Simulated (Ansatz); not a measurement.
Input file for Ansatz (a program for electronic structure): SC-NEVPT2 on CASSCF(2,2)/def2-TZVPP on CH6InN (SMILES [CH3][InH][NH2]), a point of a bond scan (R = 2.943 Å). Elements past Kr take the def2 small-core potentials; no spin–orbit coupling.

Ansatz 0.2 input:
```yaml
crystal:
  periodic: [false, false, false]
  atoms:
    - {symbol: In, position_ang: [-0.19752538, -0.13187274, -0.17252637]}
    - {symbol: H, position_ang: [-1.33035343, -1.07031689, -1.06853503]}
    - {symbol: C, position_ang: [0.47968627, 1.91006392, -0.40323080]}
    - {symbol: H, position_ang: [1.76131250, 2.26023999, -3.02903367]}
    - {symbol: H, position_ang: [1.19643939, 2.15403667, 0.37930391]}
    - {symbol: H, position_ang: [-0.36525754, 2.59563687, -0.34110707]}
    - {symbol: N, position_ang: [0.65166297, -1.12881397, 1.37891550]}
    - {symbol: H, position_ang: [1.33462167, -0.73106337, 2.00385292]}
    - {symbol: H, position_ang: [0.44917276, -2.08497332, 1.62300437]}
basis:
  gaussian:
    orbitals: def2-TZVPP
    pivot_positions_ang: [[-0.19752538, -0.13187274, -0.17252637], [-1.33035343, -1.07031689, -1.06853503], [0.47968627, 1.91006392, -0.40323080], [1.76131250, 2.26023999, -3.02903367], [1.19643939, 2.15403667, 0.37930391], [-0.36525754, 2.59563687, -0.34110707], [0.65166297, -1.12881397, 1.37891550], [1.33462167, -0.73106337, 2.00385292], [0.44917276, -2.08497332, 1.62300437]]
magnetization: {spin_polarized: false}
correlation: {method: sc_nevpt2, electrons: outside_noble_gas, active_space: {window: {electrons: 2, orbitals: 2}}}
output: {orbitals: {seedname: ./end}}
```

The log:

```
WARN ansatz: RAYON_NUM_THREADS=1 ignored (pool sized by the plan → 1); use --threads N
Functional definition: HF
integrals: 0.24 GiB planned
1463 factors; integrals over basis functions are off by at most 4.0e-4 eV
mean field: 0.62 GiB planned
mean field evaluation 1: about -7740.9348 eV, gradient 5.1e1 eV
mean field evaluation 2: about -7740.9845 eV, gradient 5.1e1 eV
mean field evaluation 4: about -7749.5250 eV, gradient 5.5e0 eV
mean field evaluation 8: about -7749.7608 eV, gradient 8.9e-1 eV
mean field evaluation 16: about -7749.7695 eV, gradient 1.7e-6 eV
mean field evaluation 32: about -7749.4615 eV, gradient 5.4e0 eV
mean field -7749.76952465 eV, -284.7987770484 hartree, gradient 1.6e-6 eV, S^2 0.000000; 1 other end points of the search recorded, 0 dependent functions left out; unrestricted orbitals would lower it
reference -7749.76952465 eV, -284.7987770484 hartree; 20, 20 occupied and 176, 176 virtual orbitals, 1463 factors
configuration interaction: 0.32 GiB planned
configuration interaction: 0.00 GiB planned
state -7752.75691969 eV, -284.9085617914 hartree
state -7752.75691969 eV, -284.9085617914 hartree; corrected -7764.85422620 eV, -285.3531296057 hartree
Total energy: -7764.85422620 eV, -285.3531296057 hartree
```

The calculation finished and met its thresholds.

Cost: around 23 core-seconds (rough).
